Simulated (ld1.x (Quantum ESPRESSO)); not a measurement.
**Transferability test, ultrasoft potential for ruthenium (Ru)**

```
Element                 : Ru
Generator               : ld1.x (Quantum ESPRESSO) 7.5
Type                    : ultrasoft
Functional              : LDA (PZ)
Relativity              : scalar-relativistic
Frozen core             : [Kr]
Valence charge          : 8
Reference configuration : 4d7 5s1 5p0
Partial waves           : 5s (bound): rcut 3.00, rcutus 3.30 bohr; 5s channel at 0.55 Ry: rcut 3.00, rcutus 3.30 bohr; 5p (bound, empty): rcut 2.40, rcutus 3.15 bohr; 5p channel at 0.3 Ry: rcut 2.40, rcutus 3.15 bohr; 4d (bound): rcut 1.40, rcutus 1.50 bohr; 4d channel at 1.5 Ry: rcut 1.40, rcutus 1.50 bohr
Local potential         : all-electron potential smoothed inside 2.15 bohr (lloc = -1)
Core correction         : Bessel-smoothed model core inside 0.75 bohr
Augmentation charge     : PSQ, inside the norm-conserving radii
```

Energies are relative to the spin-unpolarised reference configuration 4d7 5s1 5p0; without spin polarisation the order of configurations can differ from experiment. Spin-polarised rows fill each open shell by Hund’s rule, majority spin first. The frozen-core shift is the all-electron ΔE with the core orbitals held at their reference shape minus the fully relaxed ΔE.

**Question.** Give the all-electron excitation energy and the error of the potential for: 4d7 5s0 5p0; 4d6 5s0 5p0; 4d5 5s0 5p0; 4d4 5s0 5p0; 4d7 5s0 5p1; 4d8 5s0 5p0; 4d6 5s1 5p1; 4d7 5s1 5p0 (spin-polarised); 4d7 5s0 5p0 (spin-polarised).

**Answer.**

```
       valence configuration  charge  ΔE all-electron (eV)  error AE − PS (meV)  frozen-core shift (meV)
                 4d7 5s0 5p0      +1                 7.613                  -19                     +3.3
                 4d6 5s0 5p0      +2                26.051                  -50                      +58
                 4d5 5s0 5p0      +3                56.899                 -337                     +377
                 4d4 5s0 5p0      +4               101.612                -1141                    +1210
                 4d7 5s0 5p1       0                 3.585                  -12                     +1.0
                 4d8 5s0 5p0       0                -0.267                  -48                      +24
                 4d6 5s1 5p1       0                 5.658                  -42                      +40
4d7 5s1 5p0 (spin-polarised)       0                -1.649                  -12                     +3.1
4d7 5s0 5p0 (spin-polarised)      +1                 6.365                  -51                     +6.5
```

Levels in the configuration 4d6 5s0 5p0:

```csv
level,all-electron (eV),pseudo (eV)
4d,-24.377,-24.494
```
